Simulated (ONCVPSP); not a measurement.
# Transferability test, ONCV potential for nitrogen (N)

| Item | Value |
| --- | --- |
| Element | N |
| Generator | ONCVPSP 4.0.1 |
| Type | optimised norm-conserving Vanderbilt (ONCV) |
| Functional | PBEsol |
| Relativity | scalar-relativistic |
| Frozen core | [He] |
| Valence charge | 5 |
| Reference configuration | 2s2 2p2.5 (charge +0.5) |
| Partial waves | 2s: rc 0.75 bohr, ncon 3, nbas 6, qcut 10.5 1/bohr, 2 projectors, debl 2 Ha; 2p: rc 1.40 bohr, ncon 4, nbas 7, qcut 11.2 1/bohr, 1 projector; d scattering state at 0.25 Ha: rc 1.55 bohr, ncon 5, nbas 8, qcut 6.5 1/bohr, 2 projectors, debl 1.5 Ha |
| Local potential | polynomial inside 0.65 bohr (lpopt 5, dvloc0 4 Ha) |
| Core correction | Teter function, fcfact 5, rcfact 1.25 |

Energies are relative to the spin-unpolarised reference configuration 2s2 2p2.5; without spin polarisation the order of configurations can differ from experiment.

```tsv
valence configuration	charge	ΔE all-electron (eV)	error AE − PS (meV)
2s2 2p3	0	-5.063	+0.7
2s2 2p1	+2	37.195	+43
2s0 2p5	0	17.833	+25
```

Q: What are ΔE and the potential's error for 2s2 2p2?

A: ΔE = 8.458 eV all-electron; the error (AE − PS) is +1.6 meV.
